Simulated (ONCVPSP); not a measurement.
## Sn: ONCV pseudisation with PBEsol, scalar-relativistic reference atom.

```json
{
 "Element": "Sn",
 "Generator": "ONCVPSP 4.0.1",
 "Type": "optimised norm-conserving Vanderbilt (ONCV)",
 "Functional": "PBEsol",
 "Relativity": "scalar-relativistic",
 "Frozen core": "[Kr]",
 "Valence charge": "14",
 "Reference configuration": "4d10 5s2 5p1.5 (charge +0.5)",
 "Partial waves": "5s: rc 2.10 bohr, ncon 5, nbas 8, qcut 2.5 1/bohr, 2 projectors, debl 1.2 Ha; 5p: rc 2.60 bohr, ncon 4, nbas 8, qcut 2.5 1/bohr, 2 projectors, debl 3.3 Ha; 4d: rc 1.10 bohr, ncon 4, nbas 9, qcut 8 1/bohr, 1 projector",
 "Local potential": "polynomial inside 0.85 bohr (lpopt 5, dvloc0 1 Ha)",
 "Core correction": "none"
}
```

All-electron outer shells of the reference configuration (PBEsol, scalar-relativistic, ld1.x):

```
shell  level (eV)  outermost node (bohr)  outermost maximum (bohr)
   4s     -137.54                   0.40                      0.74
   4p      -93.36                   0.41                      0.79
   4d      -29.58                   0.39                      0.88
   5s      -14.08                   0.98                      1.99
   5p       -6.85                   1.09                      2.49
```

Question: Estimate the cutoffs (Ha) at which the residual kinetic energy of the hardest occupied pseudo-wave falls to 1 and 0.1 mHa per electron.

Answer: 112 Ha and 247 Ha.

Question: Does the potential have ghost states?

Answer: Ghosts flagged at negative energy: s at -290.6 eV, p at -81.5 eV; GHOST(+) flagged for s at 78.8 eV. A true bound ghost makes a file unfit for plane-wave use.

Question: Which valence shell sets the plane-wave cutoff?

Answer: 4d: 112 Ha for 1 mHa per electron, against 24 Ha for 5s.

Question: Tests: 4d10 5s2 5p2; 4d10 5s2 5p1; 4d10 5s2 5p0; 4d9 5s2 5p2. Which has the largest error in its energy relative to the reference configuration, and how large is it?

Answer: 4d9 5s2 5p2, with -123 meV (all-electron minus pseudo) on +30.02 eV.
